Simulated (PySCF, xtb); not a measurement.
AlH₂, SMILES [AlH2+], charge +1.

GFN2-xTB (xtb) at its own geometry gives an orbital gap of 2.37 eV.

Coordinates come from a ωB97X-D3(BJ)/def2-TZVPD optimisation. The spin state was assumed, not searched. The isomer is the one that the SMILES or the coordinates give; other isomers of the formula were not compared.

**Question.** What does ωB97X/def2-TZVPD in PySCF give? (The exact figures need the calculation; the answer reports its results.)

**Answer.** gap 12.56 eV (levels -18.64 and -6.08 eV).
